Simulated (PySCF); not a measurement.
Isomers of C5H11OP, mass 118.055 u with the commonest isotopes. The calculation used CAM-B3LYP/def2-SVPD in PySCF (dipole) on a GFN2-xTB geometry, gas phase. One conformer each, none proved a minimum here; rigid rotors.

Problem. Order these by rotational constant C, smallest first.
A. `[CH2:1]=[CH:2][P@:3]([CH3:4])(=[O:5])[CH2:6][CH3:7]` with C1–C2–P3–C4 126°, C2–P3–C6–C7 180°
B. `[CH3:1][P:2]1[CH2:3][CH2:4][O:5][CH2:6][CH2:7]1` with C1–P2–C3–C4 155°, P2–C3–C4–O5 -65°, C3–C4–O5–C6 66°, C4–O5–C6–C7 -66°
C. `[OH:1][CH2:2][PH:3][CH:4]1[CH2:5][CH2:6][CH2:7]1` with H–O1–C2–P3 -61°, O1–C2–P3–C4 -168°, C2–P3–C4–C5 60°, P3–C4–C5–C6 132°, C4–C5–C6–C7 -12°, C5–C6–C7–C4 12°, P3–C4–C7–C6 -135°

Solution. C (969.5 MHz), B (1396 MHz), A (1434 MHz).

Problem. Order these by rotational constant B, largest first.
A. `[OH:1][CH2:2][PH:3][CH:4]1[CH2:5][CH2:6][CH2:7]1` with H–O1–C2–P3 -61°, O1–C2–P3–C4 -168°, C2–P3–C4–C5 60°, P3–C4–C5–C6 132°, C4–C5–C6–C7 -12°, C5–C6–C7–C4 12°, P3–C4–C7–C6 -135°
B. `[CH2:1]=[CH:2][P@:3]([CH3:4])(=[O:5])[CH2:6][CH3:7]` with C1–C2–P3–C4 126°, C2–P3–C6–C7 180°
C. `[CH3:1][P:2]1[CH2:3][CH2:4][O:5][CH2:6][CH2:7]1` with C1–P2–C3–C4 155°, P2–C3–C4–O5 -65°, C3–C4–O5–C6 66°, C4–O5–C6–C7 -66°

Solution. C (1772 MHz), B (1531 MHz), A (1085 MHz).

Problem. Order these by out-of-plane moment Σ m c² = (Ia + Ib − Ic)/2, largest first.
A. `[OH:1][CH2:2][PH:3][CH:4]1[CH2:5][CH2:6][CH2:7]1` with H–O1–C2–P3 -61°, O1–C2–P3–C4 -168°, C2–P3–C4–C5 60°, P3–C4–C5–C6 132°, C4–C5–C6–C7 -12°, C5–C6–C7–C4 12°, P3–C4–C7–C6 -135°
B. `[CH2:1]=[CH:2][P@:3]([CH3:4])(=[O:5])[CH2:6][CH3:7]` with C1–C2–P3–C4 126°, C2–P3–C6–C7 180°
C. `[CH3:1][P:2]1[CH2:3][CH2:4][O:5][CH2:6][CH2:7]1` with C1–P2–C3–C4 155°, P2–C3–C4–O5 -65°, C3–C4–O5–C6 66°, C4–O5–C6–C7 -66°

Solution. B (66.23 u·Å²), C (28.03 u·Å²), A (18.25 u·Å²).

```csv
SMILES,point group,Ia (u·Å²),Ib (u·Å²),Ic (u·Å²),κ,μa (D),μb (D),μc (D)
CP1CCOCC1,Cs,132.71,285.24,361.89,-0.69,1.03,0.00,0.38
OCPC1CCC1,C1,91.93,465.82,521.26,-0.95,1.49,0.15,1.13
C=C[P@](C)(=O)CC,C1,154.81,330.04,352.38,-0.89,0.15,0.16,4.02
```
